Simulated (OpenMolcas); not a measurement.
Co4+, Rh4+, Ir4+: d⁵ down the group

| Item | Value |
| --- | --- |
| Program | OpenMolcas |
| Method | MS-CASPT2, IPEA 0.25 Eh, imaginary shift 0.1 Eh |
| Basis | ANO-R3 |
| Scalar Hamiltonian | X2C, finite nucleus |
| Spin-orbit coupling | RASSI with atomic mean-field integrals over the reference wave functions, term energies averaged over their components |

Active space for each ion: 5 electrons in 5 orbitals (d); closed shells correlated by CASPT2: Co4+ 3s 3p; Rh4+ 4s 4p; Ir4+ 5s 5p.

Computed levels in cm-1 above ⁶S_5/2:

```csv
Level,Co4+,Rh4+,Ir4+
⁴G_7/2,38040,26370,23190
⁴G_11/2,38060,26490,24570
⁴G_9/2,38070,26590,25580
⁴P_1/2,42150,30140,27350
⁴D_7/2,45610,31440,30550
⁴D_1/2,45750,32660,35020
²I_11/2,55560,38590,36110
²I_13/2,55690,39330,39710
²F_7/2(1),61300,45240,51030
weight of ⁶S in the lowest level (%),100,99,84
```

Mixed levels, with the weight of the term that names them: Rh4+ ⁴P_1/2 (68 %), Rh4+ ⁴D_1/2 (69 %), Rh4+ ²F_7/2(1) (65 %), Ir4+ ⁴G_7/2 (63 %), Ir4+ ⁴P_1/2 (60 %), Ir4+ ⁴D_7/2 (65 %), Ir4+ ⁴D_1/2 (65 %), Ir4+ ²I_11/2 (73 %), Ir4+ ²F_7/2(1) (63 %).

Measured, with the error of the calculation in %. Measured levels: Co4+ from Sugar and Corliss, J. Phys. Chem. Ref. Data 10, 1097 (1981).

```
    Level          Co4+
  ⁴G_11/2  37218 (+2.3)
   ⁴P_1/2  41024 (+2.7)
   ⁴D_7/2  44709 (+2.0)
   ⁴D_1/2  44908 (+1.9)
²F_7/2(1)  59455 (+3.1)
```

Without spin-orbit coupling ⁴G lies 38050, 26440, 24050 cm-1 above ⁶S in that order; the difference to the level ⁴G_7/2, of either sign, comes from spin-orbit coupling, which also lowers the zero.

Term energies are means over components that CASPT2 splits; among the terms shown or strongly mixed into the levels shown the widest spread is 740 cm-1 (4d⁵ ⁴F, Rh4+). Blocks of more than 70 roots (2S+1 = 2 even) ran without multistate coupling. Measured partners are found by configuration, term and J. A level has none where our copy of the source lacks it or the pairing is in doubt (some pairs that miss far off the trend of their configuration count as doubtful), and it then counts in no deviation. Levels of configurations outside the active space are missing.

A number in round brackets counts repeated terms of one configuration in the order of the reference energies.
